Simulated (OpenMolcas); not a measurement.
## What dynamic correlation does to the levels of Cr2+

```
Program             : OpenMolcas 26.06
Basis               : ANO-R2 [6s4p4d2f]
Scalar Hamiltonian  : X2C, finite nucleus
Active space        : 4 electrons in 6 orbitals (3d 4s)
State averaging     : 2S+1 = 5 even, 15 roots; 2S+1 = 3 even, 90 roots kept (CI in the orbitals of an earlier block); 2S+1 = 1 even, 84 roots kept (CI in the orbitals of an earlier block)
Spin-orbit coupling : RASSI with atomic mean-field integrals over the reference wave functions, term energies averaged over their components
```

Methods on the same reference wave functions:
A. CASSCF
B. SS-CASPT2, IPEA 0.25 Eh, imaginary shift 0.1 Eh (closed shells correlated: 3s 3p)
C. MS-CASPT2, IPEA 0.25 Eh, imaginary shift 0.1 Eh (closed shells correlated: 3s 3p)

Energies in cm⁻¹ above 3d⁴ ⁵D₀, the measured ground level; measured values from Sugar and Corliss, J. Phys. Chem. Ref. Data 6, 317 (1977).

```
     Level      A      B      C  Measured
   3d⁴ ⁵D₀    0.0    0.0    0.0       0.0
   3d⁴ ⁵D₁   70.4   71.7   71.7      62.2
   3d⁴ ⁵D₂    209    212    212       183
   3d⁴ ⁵D₃    411    415    415       357
   3d⁴ ⁵D₄    673    675    675       576
   3d⁴ ³H₄  21058  18430  18430     17274
   3d⁴ ³H₅  21205  18590  18590     17397
   3d⁴ ³H₆  21372  18770  18770     17531
3d⁴ ³P₀(1)  22801  17240  17240     16771
3d⁴ ³P₁(1)  23223  17680  17680     17169
3d⁴ ³P₂(1)  23999  18450  18450     17851
3d⁴ ³F₂(1)  24213  19370  19370     18452
3d⁴ ³F₃(1)  24271  19440  19440     18511
3d⁴ ³F₄(1)  24358  19520  19520     18583
   3d⁴ ³G₃  26603  21770  21770     20704
   3d⁴ ³G₄  26782  21950  21950     20853
   3d⁴ ³G₅  26945  22120  22120     20996
   3d⁴ ¹I₆  31678  27680  27680     26015
3d⁴ ¹G₄(1)  33379  26320  26320     25139
   3d⁴ ³D₃  34442  26610  26610     25726
   3d⁴ ³D₂  34502  26670  26670     25781
   3d⁴ ³D₁  34563  26730  26730     25848
   3d⁴ ¹S₀  38849  27910  27910     27372
3d⁴ ¹D₂(1)  41606  33660  33660     32152
```

Deviations, from unrounded energies. A percentage is the sum of absolute deviations over the sum of measured energies, with the sign that they share, or ± where signs differ.

```json
{"Against measurement": "mean absolute deviation (cm-1)", "Levels": "23", "A": "5500", "B": "830", "C": "830"}
{"Against measurement": "fine structure of the ground term (%)", "Levels": "4", "A": "+15.7", "B": "+16.6", "C": "+16.6"}
{"Against measurement": "other terms of the ground configuration (%)", "Levels": "19", "A": "+30.7", "B": "+4.6", "C": "+4.6"}
```

B, C lie about equally close to measurement and A furthest from it. The largest miss of C in the table is 3d⁴ ¹I₆, by +1700 cm-1. The ranking rests on the paired levels alone, and a cruder setting can come out closer through cancelling errors.

Between B and C no level of the table moves by more than 5 cm-1.

The two smallest mean deviations differ by little beside CASPT2's spread within terms, so their order carries little weight.

From A to B the spin-free energies of the other terms of 3d⁴ shown, above ⁵D, scale by factors of 0.71 to 0.87, as is usual when dynamic correlation screens the repulsion within a d or f shell.

The lowest spin-free term lies below A's lowest term by 0.330 hartree in B, 0.330 hartree in C.

Term energies are means over components that CASPT2 splits; among the terms shown or strongly mixed into the levels shown the widest spread is 400 cm-1 (3d⁴ ¹I, B). Over all roots computed the reference weight is 0.88 to 0.95 in B, 0.88 to 0.95 in C; the roots of lowest weight are the least certain, and an intruder state may touch them. Terms from blocks run as CI alone lack orbitals of their own. Without dynamic correlation excited terms often stand tens of per cent too high (terms of higher spin than the ground term too low), and those without a measured partner can miss by more than the paired ones (holds for A). The CASPT2 spread within a term exceeds the gap to the next term for 3d⁴ ¹I and 3d⁴ ¹S, so the order of their levels is uncertain (holds for B; C). Blocks of more than 70 roots (2S+1 = 3 even, 1 even) ran without multistate coupling (holds for C). Computed and measured levels are paired by configuration, term and J; levels that our copy of the source lacks, or whose pairing is in doubt (as where it misses far off the trend of its configuration), stay unpaired and out of the deviations. Only configurations of the active space appear. The table leaves out levels that lie high or whose names do not pair safely across all columns.

A number in round brackets counts repeated terms of one configuration in the order of the reference energies.
